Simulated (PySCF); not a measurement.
**How the method moves the HOMO and LUMO of `CCCS(C)(=O)=O`**

C4H10O2S.
SMILES with atom numbers: `[CH3:1][CH2:2][CH2:3][S:4]([CH3:5])(=[O:6])=[O:7]` (hydrogens: H8, H9, H10 on C1; H11, H12 on C2; H13, H14 on C3; H15, H16, H17 on C5)

Geometry (PBE0-D3(BJ)/def2-SVP, Å), atoms numbered from 1 in this order:
```
atom  x, y, z in Å
C1    -1.974    0.403    0.328
C2    -1.162   -0.603   -0.472
C3     0.248   -0.149   -0.819
S4     1.234    0.059    0.677
C5     2.921    0.063    0.093
O6     1.053   -1.143    1.490
O7     0.967    1.382    1.241
H8    -2.992    0.025    0.502
H9    -1.512    0.604    1.305
H10   -2.054    1.366   -0.200
H11   -1.671   -0.836   -1.423
H12   -1.084   -1.552    0.082
H13    0.769   -0.901   -1.431
H14    0.271    0.823   -1.336
H15    3.066    0.893   -0.610
H16    3.159   -0.908   -0.359
H17    3.527    0.223    0.995
```

Basis pcSseg-1 throughout (PySCF), one geometry. One conformer (not necessarily the lowest) at the PBE0-D3(BJ)/def2-SVP geometry, without solvent, vibrations or thermal averaging.

How do the orbital energies, the gap and the dipole change with the method?

```json
{"method": "OPBE", "kind": "GGA", "HOMO (eV)": "-6.62", "LUMO (eV)": "0.16", "gap (eV)": "6.78", "μ (D)": "4.06", "SCF cycles": "16"}
{"method": "B97-D", "kind": "GGA", "HOMO (eV)": "-6.67", "LUMO (eV)": "0.07", "gap (eV)": "6.74", "μ (D)": "4.17", "SCF cycles": "16"}
{"method": "KT3", "kind": "GGA", "HOMO (eV)": "-6.76", "LUMO (eV)": "-0.16", "gap (eV)": "6.61", "μ (D)": "4.04", "SCF cycles": "16"}
{"method": "LDA", "kind": "LDA", "HOMO (eV)": "-6.83", "LUMO (eV)": "-0.28", "gap (eV)": "6.56", "μ (D)": "4.21", "SCF cycles": "15"}
{"method": "PBE0", "kind": "global hybrid", "HOMO (eV)": "-8.11", "LUMO (eV)": "0.79", "gap (eV)": "8.89", "μ (D)": "4.39", "SCF cycles": "14"}
{"method": "mPW1PW91", "kind": "global hybrid", "HOMO (eV)": "-8.15", "LUMO (eV)": "0.79", "gap (eV)": "8.94", "μ (D)": "4.42", "SCF cycles": "14"}
{"method": "BHandHLYP", "kind": "global hybrid", "HOMO (eV)": "-9.46", "LUMO (eV)": "1.50", "gap (eV)": "10.96", "μ (D)": "4.67", "SCF cycles": "12"}
{"method": "HF", "kind": "Hartree–Fock", "HOMO (eV)": "-11.59", "LUMO (eV)": "3.66", "gap (eV)": "15.26", "μ (D)": "5.04", "SCF cycles": "11"}
```

The HOMO spans 4.97 eV, from OPBE down to HF, and the gap runs from 6.56 eV (LDA) to 15.26 eV (HF). Over the methods OPBE (0 %), B97-D (0 %), KT3 (0 %), LDA (0 %), PBE0 (25 %), mPW1PW91 (25 %), BHandHLYP (50 %), HF (100 %), a straight line through the gap against the share of exact exchange rises by 0.86 eV for each 10 % (correlation coefficient 1.000). The dipole ranges from 4.04 D (KT3) to 5.04 D (HF). This basis has no diffuse functions.

The vertical ΔSCF ionisation energy at CAM-B3LYP/def2-SVPD is 10.39 eV; −ε(HOMO) comes closest to it with BHandHLYP (9.46 eV).
